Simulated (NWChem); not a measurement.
# C2H5BO3; SMILES O1CCOB1O

```xyz
11

O     -0.0774     2.1235     0.0203
B     -0.0311     0.7646     0.0113
O     -1.1691    -0.0054     0.0028
C     -0.7583    -1.3715     0.1127
C      0.7773    -1.3476    -0.1119
O      1.1411     0.0329     0.0108
H      0.8146     2.4974    -0.0014
H     -1.0232    -1.7461     1.1092
H     -1.2861    -1.9731    -0.6342
H      1.0552    -1.7026    -1.1119
H      1.3250    -1.9373     0.6300
```
Atoms are numbered in this order, from 1.

Results from NWChem. Pople sets run with spherical d functions. All runs use the structure optimised with B3LYP/6-31G* (spherical d). Atomic charges in e: unrestrained fits to the electrostatic potential beside Mulliken populations; buried atoms are poorly determined by the fit.

For level Hartree-Fock/6-31G*:

```
Item         Value
-----------  -----
ESP O1       -0.77
Mulliken O1  -0.75
ESP B2        1.00
Mulliken B2   0.95
Mulliken O3  -0.64
Mulliken C4  -0.03
Mulliken C5  -0.03
```

**Question.** How do the values read with level B3LYP/def2-SVP instead?

**Answer.** 
| Item | Value |
|---|---|
| ESP O1 | -0.67 |
| Mulliken O1 | -0.14 |
| ESP B2 | 0.81 |
| Mulliken B2 | 0.05 |
| Mulliken O3 | -0.26 |
| Mulliken C4 | 0.19 |
| Mulliken C5 | 0.19 |
